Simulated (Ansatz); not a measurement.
C2H7BOS can be A, `CCB(O)S`, or B, `CC(S)BO`.

Isolated molecules relaxed with PBE0-D4/def2-TZVP in Ansatz; ΔE leaves out vibrations. CCSD(T)/CBS adds triple-zeta CCSD(T) − MP2 to the extrapolated MP2 energy (def2 sets, frozen cores). DFT in def2-TZVPP. B3LYP here is the variant with VWN-RPA as its local correlation; programs differ in this. Each species was taken in one conformer, which may not be the lowest.

**Question.** Which is lower in electronic energy at CCSD(T)/CBS, and by how much? (Estimate.)

**Answer.** The calculation gave: A, by 117.2 kJ/mol.

**Question.** Give E(B) − E(A) in kJ/mol with PBE-D4, r2SCAN-D4, CCSD/def2-TZVPP, PBE0-D4, HF/def2-TZVPP, B2PLYP, B3LYP. (An estimate is asked.)

**Answer.** Computed: PBE-D4 117.1, r2SCAN-D4 122.7, CCSD/def2-TZVPP 119.1, PBE0-D4 120.3, HF/def2-TZVPP 124.3, B2PLYP 119.5, B3LYP 120.2. None reverses the order clearly.

Largest T1 diagnostic: 0.012.

In def2-TZVPP, CCSD(T) changes the Hartree–Fock value by −6.9 kJ/mol (the triples alone add −1.7 kJ/mol) and MP2 by −5.9 kJ/mol.
